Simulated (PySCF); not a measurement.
## Telling isomers of C5H11NOSi3 apart by NMR

Level of theory: geometry from GFN2-xTB, GIAO PBE0/pcSseg-1 shieldings, in PySCF 2.14.0 with density-fitted response routines (single conformer, fast rotation and ring inversion assumed for equivalent nuclei, non-relativistic, in vacuum).

Chemical shifts δ = σref − σ; TMS for $^{1}$H and $^{13}$C, all at this level. Where no couplings were computed, multiplicities follow the n + 1 count of equivalent neighbours, and m marks all less simple cases (inequivalent or close neighbours, rings, F or P nearby). Shifts are as computed. Against solution values, carbons near 30 ppm lie about +3 ppm off and those near 130 ppm about +5 ppm. Of 1309 compounds with measured shifts, 239 miss one by over three times the rms of a fit or turn the order of signals round; such compounds aren't used in these exercises. OH and NH positions are gas-phase values without hydrogen bonding to other molecules.

(1) Tabulate the signals of `C=C(C)O[Si@@H]1[SiH2]C[Si@@H]1C#N`, `CC#C[SiH2]O[Si@@H]1C=C[SiH2]N1`, `C=C(C)O[Si@@H]1[SiH2]C[Si@H]1C#N` and their relative energies.

(2) What is the quickest way to tell CC#C[SiH2]O[Si@@H]1C=C[SiH2]N1 from C=C(C)O[Si@@H]1[SiH2]C[Si@H]1C#N?

(3) What is the quickest way to tell C=C(C)O[Si@@H]1[SiH2]C[Si@@H]1C#N from C=C(C)O[Si@@H]1[SiH2]C[Si@H]1C#N?

(4) What is the quickest way to tell C=C(C)O[Si@@H]1[SiH2]C[Si@@H]1C#N from CC#C[SiH2]O[Si@@H]1C=C[SiH2]N1?

Results:

(1) 
```tsv
SMILES	carbon types	δC	δH	E rel. (kcal/mol)
C=C(C)O[Si@@H]1[SiH2]C[Si@@H]1C#N	2×C 2×CH2 1×CH3	160.5, 127.7, 99.9, 24.0, -8.8	6.34 (m, 1H), 5.10 (m, 1H), 4.99 (m, 1H), 4.68 (m, 1H), 4.61 (m, 1H), 4.49 (m, 1H), 2.31 (s, 3H), 0.74 (m, 1H), 0.55 (m, 1H)	49.0
CC#C[SiH2]O[Si@@H]1C=C[SiH2]N1	2×C 2×CH 1×CH3	158.1, 156.1, 113.3, 86.1, 6.3	7.47 (m, 1H), 7.42 (m, 1H), 5.35 (m, 1H), 5.27 (m, 1H), 5.17 (m, 1H), 5.17 (m, 1H), 5.15 (m, 1H), 2.09 (s, 3H), 0.46 (br s, 1H)	0.0
C=C(C)O[Si@@H]1[SiH2]C[Si@H]1C#N	2×C 2×CH2 1×CH3	165.5, 125.5, 92.1, 24.9, -5.0	6.56 (m, 1H), 5.28 (m, 1H), 4.76 (m, 1H), 4.70 (m, 1H), 4.30 (br s, 1H), 3.86 (br s, 1H), 1.93 (s, 3H), 1.00 (m, 1H), 0.79 (m, 1H)	46.5
```

Energies are electronic energies at PBE0/pcSseg-1 on these geometries, without zero-point or thermal terms, each for the one conformer computed, which needn't be the lowest.

(2) Both give the same number of carbon signals, but DEPT or the intensities differ. The first has an alkene CH at 158.1 ppm, the second a β carbon of an enol-ether or enamine type C=C (CH2) at 92.1 ppm. Their most deshielded carbons lie at 158.1 and 165.5 ppm. In the proton spectra the most deshielded non-exchanging signals are 7.47 (m, 1H) and 6.56 (m, 1H).

(3) Both give the same number of carbon signals, with the same numbers of each carbon type, so the positions decide. The first has a β carbon of an enol-ether or enamine type C=C (CH2) at 99.9 ppm, the second a β carbon of an enol-ether or enamine type C=C (CH2) at 92.1 ppm. Their most deshielded carbons lie at 160.5 and 165.5 ppm.

(4) Both give the same number of carbon signals, but DEPT or the intensities differ. The first has a β carbon of an enol-ether or enamine type C=C (CH2) at 99.9 ppm, the second an alkene CH at 158.1 ppm. Their most deshielded carbons lie at 160.5 and 158.1 ppm. In the proton spectra the most deshielded non-exchanging signals are 6.34 (m, 1H) and 7.47 (m, 1H).
